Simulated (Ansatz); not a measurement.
Harmonic frequencies (cm⁻¹) at PBE0-D4/def2-TZVP from Ansatz: 8, 61, 100, 135, 149, 324, 431, 521, 552, 584, 593, 648, 671, 677, 835, 873, 1199, 1357, 1447, 1448, 1784, 1792, 3044, 3052, 3124, 3127, 3129.

Each molecule was computed in one conformer, which needn't be the lowest.

(1) Which molecule is it?
A. `[CH3][Zn][CH2][InH2]`
B. `[CH2]1OC[SiH2][AlH]1`
C. `C[CH](F)[AlH2]`
D. `BBCC`

Results:

(1) A.
